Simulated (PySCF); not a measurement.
**Electron correlation in B+ (boron, charge +1)**

[He] 2s2, closed-shell 1S. Computed with PySCF 2.14 in aug-cc-pVQZ-DK, with scalar relativity by spin-free X2C-1e. Frozen: 1s2; 2 electrons correlated.

With two correlated electrons CCSD is exact within the correlated space (frozen core and kept virtual orbitals).

```
level  correlation energy (mhartree)
 CCSD                         -60.94
```

Diagnostics: T1 = 0.013, D1 = 0.0181, largest double amplitude 0.149.

Q: Is a single reference adequate?

A: Mostly. T1 lies below 0.03, but a double amplitude of this size points to a near-degeneracy that CCSD handles and MP2 describes poorly.
